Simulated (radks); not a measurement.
Species: Ag III. Configuration: [Ar] 3d10 4s2 4p4 4d9 4f2 (not the ground configuration). All-electron calculation, scalar-relativistic Kohn-Sham, MS2 meta-GGA, spin-unpolarised, spherical densities, finite nucleus; meta-GGA in the generalised Kohn-Sham scheme; Fermi nuclear charge, rms radius 4.5454 fm. Program: a radial shooting solver on a logarithmic mesh with Libxc functionals. Some entries of the table are withheld. Estimate them.

| orbital | occ. | eigenvalue (hartree) | <r> (bohr) |
|---|---|---|---|
| 1s | 2 | (1) | 0.03110 |
| 2s | 2 | -139.2698 | (2) |
| 2p | 6 | -124.9384 | (3) |
| 3s | 2 | -27.14925 | 0.3673 |
| 3p | 6 | -22.40187 | (4) |
| 3d | 10 | -14.98249 | 0.3455 |
| 4s | 2 | -5.16884 | 0.8975 |
| 4p | 4 | -3.77000 | 0.9714 |
| 4d | 9 | (5) | 1.187 |
| 4f | 2 | -0.27082 | (6) |

Answer. 
(1) 1s eigenvalue (hartree): -933.8198
(2) 2s <r> (bohr): 0.1347
(3) 2p <r> (bohr): 0.1177
(4) 3p <r> (bohr): 0.3668
(5) 4d eigenvalue (hartree): -1.73123
(6) 4f <r> (bohr): 4.267
